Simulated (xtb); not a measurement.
GeH, SMILES [GeH] (connectivity only; charge and spin as stated), charge +1, multiplicity 1. All values are semi-empirical tight-binding results from xtb (GFN2-xTB unless named), good for trends rather than for accurate numbers. Geometry optimised at GFN2-xTB. The multiplicity is an assumed one; other spin states were not compared.

Optimised geometry:

```xyz
2

Ge     0.0000     0.0000    -0.0494
H      0.0000     0.0000     1.5804
```
Charge +1, spin multiplicity 1.

For metal compounds this method's bond lengths and energies can be far off.

```
Item                          Result
---------------------------  -------
point group as xtb finds it      C∞v
orbital gap                  2.21 eV
```

Task: Give the atomic charges. (Estimate from the structure and the level; the computed values follow.)

Result: charges (e) Ge1 0.81, H2 0.19.
